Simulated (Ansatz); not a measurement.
Cartesian coordinates (Å):
```xyz
9

N     -2.6025     0.8591     0.2886
C     -1.6968     0.1739     0.1032
C     -0.5181    -0.6302    -0.1188
Si     1.0377     0.4299     0.0549
Cl     2.6485    -0.7943    -0.2764
H     -0.4791    -1.4485     0.6054
H     -0.5451    -1.0689    -1.1200
H      1.0319     1.5023    -0.9621
H      1.1234     0.9767     1.4253
```
Charge 0, spin multiplicity 1.

All values below come from frozen-core CCSD(T)/def2-TZVPP // PBE0-D4/def2-TZVP (Ansatz, a first-principles code).

```json
{
 "HF energy": "-881.07528 Ha",
 "MP2 correlation energy": "-0.81414 Ha"
}
```

Problem. Estimate the CCSD correlation energy, the (T) correction, the total energy and the T1 diagnostic.

Solution. 
```json
{
 "CCSD correlation energy": "-0.85452 Ha",
 "(T) correction": "-0.03932 Ha",
 "CCSD(T) total energy": "-881.96912 Ha",
 "T1 diagnostic": "0.011"
}
```
